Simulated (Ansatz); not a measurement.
C₄H₉O₂ (SMILES CO[CH]C(C)O), doublet, at a GFN2-xTB geometry; MP2/STO-3G in Ansatz (an electronic-structure program).

Ansatz was given this input:
Ansatz 0.2 input:
```yaml
crystal:
  periodic: [false, false, false]
  atoms:
    - {symbol: C, position_ang: [2.56077104, -0.83382252, -0.05187536]}
    - {symbol: O, position_ang: [1.35874343, -0.35585529, -0.59420775]}
    - {symbol: C, position_ang: [0.30458062, -0.28318667, 0.27212290]}
    - {symbol: C, position_ang: [-0.91837553, 0.40750290, -0.20562298]}
    - {symbol: C, position_ang: [-2.15757524, -0.49024854, -0.06860859]}
    - {symbol: O, position_ang: [-1.08228391, 1.59694883, 0.56456414]}
    - {symbol: H, position_ang: [2.45262647, -1.86511095, 0.30352293]}
    - {symbol: H, position_ang: [2.89549161, -0.20751073, 0.78234991]}
    - {symbol: H, position_ang: [3.29918709, -0.80187133, -0.85140078]}
    - {symbol: H, position_ang: [0.49407065, -0.37188146, 1.32892922]}
    - {symbol: H, position_ang: [-0.77188196, 0.66632212, -1.26581658]}
    - {symbol: H, position_ang: [-3.04377857, 0.02369395, -0.43826528]}
    - {symbol: H, position_ang: [-2.30860226, -0.74749979, 0.97697382]}
    - {symbol: H, position_ang: [-2.01885023, -1.40248152, -0.64118067]}
    - {symbol: H, position_ang: [-1.94634439, 1.97612048, 0.36594070]}
basis:
  gaussian:
    orbitals: STO-3G
magnetization: {spin_polarized: true, initial_magnetization: 1}
correlation: {method: mp2, electrons: outside_noble_gas}
accuracy: high
```

It wrote (shortened):

```
Functional definition: HF
839 factors; integrals over basis functions are off by at most 4.6e-9 eV
mean field evaluation 1: about -8227.8281 eV, gradient 1.9e1 eV
mean field evaluation 2: about -8228.2397 eV, gradient 1.9e1 eV
mean field evaluation 4: about -8231.0715 eV, gradient 1.8e0 eV
mean field evaluation 8: about -8231.1273 eV, gradient 1.3e-4 eV
mean field -8231.12419775 eV, -302.4882350111 hartree, gradient 1.4e-8 eV, S^2 0.760949; 0 other end points of the search recorded, 0 dependent functions left out
6 core orbitals not correlated
reference -8231.12419775 eV, -302.4882350111 hartree; 19, 18 occupied and 14, 15 virtual orbitals, 839 factors
second order -7.02178378 eV of doubles, -0.00000000 eV of singles
Total energy: -8238.14598153 eV, -302.7462808055 hartree
```
